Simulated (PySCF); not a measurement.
This PySCF input asks for the NMR shieldings of `InChI=1S/C3H10F3NSi3/c4-1(5)3(6)2(10-3)7(8)9/h1-2H,10H2,8-9H3/t2-,3+/m0/s1`; the geometry comes from GFN2-xTB.

```python
import basis_set_exchange as bse
import numpy as np
from pyscf import gto, dft
from pyscf.prop import nmr

atoms = """
F    -3.343746   -0.538601    0.498314
C    -2.216374   -1.297791    0.412482
F    -1.777742   -1.413552    1.694330
C    -1.216939   -0.653891   -0.504763
F    -0.541869   -1.628131   -1.214921
Si   -1.442882    1.039701   -1.357230
C    -0.330849    0.460446    0.069906
N     1.086296    0.345569   -0.004368
Si    1.980973    1.824313   -0.140632
Si    1.831783   -1.210334    0.302388
H    -2.505565   -2.300694    0.066270
H    -2.660859    1.747417   -1.026880
H    -0.903146    1.024008   -2.700046
H    -0.684345    0.753189    1.061945
H     1.281001    2.627514   -1.154121
H     3.332104    1.463131   -0.549099
H     1.986436    2.559740    1.130934
H     0.908101   -2.011703    1.096822
H     3.045455   -0.942481    1.074409
H     2.167018   -1.837171   -0.975744
"""
names = dict.fromkeys(["F", "C", "Si", "N", "H"], "pcSseg-1")
basis = {el: gto.basis.parse(bse.get_basis(n, elements=[el], fmt="nwchem")) for el, n in names.items()}
mol = gto.M(atom=atoms, basis=basis, charge=0, verbose=0)
mf = dft.RKS(mol, xc="PBE0")
mf.grids.level = 2
mf.grids.alignment = dft.numint.BLKSIZE   # the property module wants whole blocks of grid points
mf.conv_tol = 1e-9
mf.kernel()

calc = nmr.RKS(mf)   # GIAO
C = mf.mo_coeff
Co = C[:, mf.mo_occ > 0]
resp = mf.gen_response(singlet=True, hermi=2)
def vind(x):   # induced exchange potential for any number of trial vectors
    d = np.einsum("pi,xij,qj->xpq", C, 2 * x.reshape(-1, C.shape[1], Co.shape[1]), Co, optimize=True)
    return np.einsum("xpq,pi,qj->xij", resp(d - d.transpose(0, 2, 1)), C, Co, optimize=True).ravel()
mo1, _ = nmr.rhf.solve_mo1(calc, with_cphf=vind)
sigma = calc.kernel(mo1)
for i, s in enumerate(sigma):   # ppm
    w = np.linalg.eigvalsh((s + s.T) / 2)
    print("%2d %-2s iso %8.1f  s11 %8.1f  s22 %8.1f  s33 %8.1f" % (i, mol.atom_pure_symbol(i), w.mean(), *w))
```

Q: Give the expected output.

A: 
```
 0 F  iso    299.1  s11    182.1  s22    332.4  s33    382.9
 1 C  iso     62.9  s11     43.4  s22     66.6  s33     78.8
 2 F  iso    301.6  s11    209.4  s22    329.2  s33    366.2
 3 C  iso     89.8  s11     44.6  s22     76.1  s33    148.7
 4 F  iso    415.2  s11    362.0  s22    395.9  s33    487.5
 5 Si iso    476.1  s11    378.5  s22    410.5  s33    639.4
 6 C  iso    141.1  s11    104.4  s22    130.7  s33    188.2
 7 N  iso    275.4  s11    244.3  s22    282.7  s33    299.3
 8 Si iso    388.0  s11    319.6  s22    371.6  s33    472.9
 9 Si iso    393.2  s11    351.7  s22    370.5  s33    457.4
10 H  iso     24.7  s11     22.7  s22     23.5  s33     27.8
11 H  iso     28.6  s11     23.4  s22     26.3  s33     36.3
12 H  iso     28.5  s11     24.1  s22     26.5  s33     34.9
13 H  iso     28.0  s11     23.2  s22     27.1  s33     33.7
14 H  iso     27.0  s11     23.2  s22     26.7  s33     31.1
15 H  iso     26.8  s11     22.8  s22     25.2  s33     32.5
16 H  iso     26.8  s11     23.1  s22     24.5  s33     32.9
17 H  iso     27.0  s11     22.9  s22     27.2  s33     30.8
18 H  iso     26.9  s11     22.6  s22     25.4  s33     32.7
19 H  iso     26.9  s11     23.1  s22     24.9  s33     32.8
```

These numbers come from an equivalent density-fitted implementation of the same equations, which agrees with the script to about 0.01 ppm for H and up to a few tenths of a ppm for heavy atoms, so last digits may differ.

Q: Turn these shieldings into chemical shifts. Shifts are taken against calculated references (same method and geometry level): CFCl3 for $^{19}$F (σ = 170.95 ppm); $^{13}$C (σ = 186.93 ppm) and $^{29}$Si (σ = 349.16 ppm) and $^{1}$H (σ = 31.72 ppm) vs TMS; $^{15}$N (σ = 267.73 ppm) against NH3.

A: Averaging equivalent atoms: F 0: -128.2; F 2: -130.7; F 4: -244.2; C 1: 124.0; C 3: 97.1; C 6: 45.8; Si 8/9: -41.5; Si 5: -127.0; N 7: -7.7; H 10: 7.06; H 14/15/16/17/18/19: 4.80; H 13: 3.72; H 12: 3.21; H 11: 3.07 ppm. Unscaled 19F shifts against computed CFCl3 carry errors that often reach 10 to 50 ppm. Experimental scales use liquid or dissolved standards, which lie at an offset from isolated NH3 (liquid NH3: subtract about 20 ppm).

Size and cost of the density-fitted run: 241 basis functions, 2.2 min wall time on 1 thread of an Arm Neoverse N1, shared host; peak memory 1.1 GiB.
